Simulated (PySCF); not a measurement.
Compound: C₂H₅NO₂Si.
Geometry (PBE0-D3(BJ)/def2-SVP, Å), atoms numbered from 1 in this order:
```xyz
11
C2H5NO2Si angstrom
N      1.5541    0.4737   -0.8328
C      1.2533   -0.0977    0.3522
O      2.0640   -0.4239    1.1988
Si    -0.6155   -0.3840    0.7204
C     -1.6743    0.0170   -0.8543
O     -1.1827    0.5360   -1.8330
H      2.5275    0.6481   -1.0613
H      0.8144    0.6937   -1.4975
H     -0.8585   -1.7971    1.1255
H     -1.0670    0.5351    1.8061
H     -2.7717   -0.2275   -0.8672
```

Method used: PBE0-D3(BJ)/def2-SVP geometry optimisation, gas phase (PySCF).

Take the most abundant isotopes and a rigid rotor. The values belong to one conformer with, in the numbering `[NH2:1][C:2](=[O:3])[SiH2:4][CH:5]=[O:6]`, H–N1–C2–O3 1° and 178°, N1–C2–Si4–C5 8°, C2–Si4–C5–O6 -9°.

Q: What are A, B and C (MHz)?

A: Ia = 102.33, Ib = 242.17, Ic = 337.95 u·Å²; 505379 MHz·u·Å²/I gives A = 4939, B = 2087, C = 1495 MHz.

Q: What kind of rotor is it?

A: An asymmetric top; Ray's κ = -0.656.

Q: What does the inertial defect say?

A: Not planar: Δ = Ic − Ia − Ib = -6.55 u·Å². For a rigid frame Δ = −2 Σ m c², so Σ m c² = 3.28 u·Å² lies off the ab plane: 3.05 from hydrogen and 0.23 from heavier atoms. The atom farthest from that plane is 1.34 Å away.

Q: Where do the levels up to J = 4 lie, in MHz?

A: Above 0(0,0):
J = 1: 1(0,1) 3582, 1(1,1) 6434, 1(1,0) 7026
J = 2: 2(0,2) 10664, 2(1,2) 13007, 2(1,1) 14782, 2(2,1) 23338, 2(2,0) 23420
J = 3: 3(0,3) 21090, 3(1,3) 22818, 3(1,2) 26360, 3(2,2) 34084, 3(2,1) 34488, 3(3,1) 49871, 3(3,0) 49879
J = 4: 4(0,4) 34673, 4(1,4) 35819, 4(1,3) 41682, 4(2,3) 48349, 4(2,2) 49498, 4(3,2) 64346, 4(3,1) 64397, 4(4,1) 86251, 4(4,0) 86251
The levels of one J sum to (2J + 1)J(J + 1)(A + B + C)/3.

Q: Which lines would a microwave search look for?

A: The dipole components are |μa| = 2.51 D, |μb| = 0.15 D, |μc| = 0.03 D. Intensities carry the squares of the components, which stand as 1.00 : 0.00 : 0.00 (a : b : c). Some lines, for components of 0.1 D or more:

```csv
type,branch,"J(Ka,Kc)",MHz,lower level (cm⁻¹)
a,Q,"3(2,1) ← 3(2,2)",404,1.137
a,Q,"1(1,0) ← 1(1,1)",591,0.215
a,Q,"2(1,1) ← 2(1,2)",1774,0.434
b,Q,"1(1,0) ← 1(0,1)",3443,0.119
a,R,"1(0,1) ← 0(0,0)",3582,0.000
b,Q,"2(1,1) ← 2(0,2)",4118,0.356
b,R,"2(0,2) ← 1(1,1)",4230,0.215
b,Q,"3(1,2) ← 3(0,3)",5270,0.703
b,R,"1(1,1) ← 0(0,0)",6434,0.000
a,R,"2(1,2) ← 1(1,1)",6573,0.215
a,R,"2(0,2) ← 1(0,1)",7082,0.119
a,R,"2(1,1) ← 1(1,0)",7756,0.234
b,R,"3(0,3) ← 2(1,2)",8082,0.434
b,Q,"3(2,1) ← 3(1,2)",8129,0.879
b,Q,"2(2,0) ← 2(1,1)",8639,0.493
b,R,"2(1,2) ← 1(0,1)",9425,0.119
b,Q,"2(2,1) ← 2(1,2)",10330,0.434
a,R,"3(0,3) ← 2(0,2)",10426,0.356
a,R,"3(2,2) ← 2(2,1)",10747,0.778
a,R,"3(2,1) ← 2(2,0)",11068,0.781
a,R,"3(1,2) ← 2(1,1)",11578,0.493
b,R,"3(1,3) ← 2(0,2)",12154,0.356
b,Q,"3(3,1) ← 3(2,2)",15787,1.137
b,R,"2(2,1) ← 1(1,0)",16312,0.234
b,R,"2(2,0) ← 1(1,1)",16986,0.215
b,R,"3(3,1) ← 2(2,0)",26451,0.781
b,R,"3(3,0) ← 2(2,1)",26541,0.778
```

Not checked by PBE0-D3(BJ)/def2-SVP frequencies. Zero-point vibration and centrifugal distortion are left out. Quadrupole hyperfine structure (14N) is left out.
